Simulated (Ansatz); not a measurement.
C₂H₅AlS (`[CH3][Al]1[CH2][S]1`), 9 atoms. The species carries charge 0 and has multiplicity 1. All runs use 2 threads of an Arm Neoverse V2 on a shared host. Correlated methods freeze the cores.

**Question.** Give the basis size and wall time and peak host memory of each of these runs in Ansatz. RHF-MP2/def2-QZVPP energy; RKS PBE0-D4/def2-SVP energy; RHF-CCSD(T)/def2-TZVPP energy; RKS r2SCAN-D4/def2-TZVPP energy and forces; direct RPA on PBE orbitals/def2-TZVPP energy; RHF-CCSD(T)/def2-SVP energy; RKS PBE-QIDH (frozen core)/def2-TZVPP energy; RKS PBE0-D4/def2-TZVP frequencies; RKS ωB97M-V/def2-SVP energy; RKS PBE0-D4/def2-QZVPP energy; RKS PBE0-D4/def2-TZVP relaxation (17 steps); RKS r2SCAN0-D4/def2-TZVPP energy. (An estimate is asked.)

**Answer.** Ansatz gave: Other jobs shared the machine, so times are rough.

```csv
level,job,functions,wall time,peak host memory (GiB)
RKS PBE0-D4/def2-SVP,energy,89,1.1 s,0.16
RHF-CCSD(T)/def2-SVP,energy,89,2 s,0.27
RKS r2SCAN-D4/def2-TZVPP,energy and forces,216,4.8 s,0.27
direct RPA on PBE orbitals/def2-TZVPP,energy,216,5 s,0.46
RKS PBE-QIDH (frozen core)/def2-TZVPP,energy,216,5 s,0.46
RKS r2SCAN0-D4/def2-TZVPP,energy,216,5.5 s,0.47
RKS ωB97M-V/def2-SVP,energy,89,5.5 s,0.25
RKS PBE0-D4/def2-QZVPP,energy,404,8.5 s,1.1
RHF-MP2/def2-QZVPP,energy,404,17 s,1.8
RKS PBE0-D4/def2-TZVP,relaxation (17 steps),166,52 s,0.36
RHF-CCSD(T)/def2-TZVPP,energy,216,56 s,2.9
RKS PBE0-D4/def2-TZVP,frequencies,166,110 s,0.38
```
